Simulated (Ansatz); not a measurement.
Compare A (`NC(=O)[SiH2]F`) with its isomer B (`NC1(F)O[SiH2]1`).

Gas-phase electronic energies from Ansatz, PBE0-D4/def2-TZVP geometries. CBS: MP2 limit from def2 TZ/QZ plus the TZ coupled-cluster correction, frozen cores. DFT in def2-TZVPP. B3LYP here is the variant with VWN-RPA as its local correlation; programs differ in this. Each species was taken in one conformer, which may not be the lowest.

Question: Which is lower in electronic energy at CCSD(T)/CBS, and by how much? (Estimate.)

Answer: Computed: A, by 57.7 kcal/mol.

Question: Give E(B) − E(A) in kcal/mol with PBE-D4, BLYP-D4, ωB97M-V, HF/def2-TZVPP, B3LYP, CCSD/def2-TZVPP, B3LYP-D4. (Estimate.)

Answer: Ansatz gave: PBE-D4 55.3, BLYP-D4 60.4, ωB97M-V 56.1, HF/def2-TZVPP 64.7, B3LYP 60.1, CCSD/def2-TZVPP 57.9, B3LYP-D4 60.0. None reverses the order clearly.

Question: Does the order hold for the free energy at 298.15 K (harmonic terms from PBE0-D4)? (Estimate.)

Answer: Ansatz gave: Yes: G(B) − G(A) = +58.8 kcal/mol, for one conformer each.

Largest T1 diagnostic: 0.015.

In def2-TZVPP, CCSD(T) changes the Hartree–Fock value by −7.3 kcal/mol (the triples alone add −0.5 kcal/mol) and MP2 by −6.2 kcal/mol. Leaving LDA and LC-ωPBE aside and taking each functional with its dispersion term where it has one, the values, not all of them listed here, spread over 5.3 kcal/mol, from HSE06-D4 to BHLYP-D4. LDA lies −5.2 kcal/mol from PBE without D4.
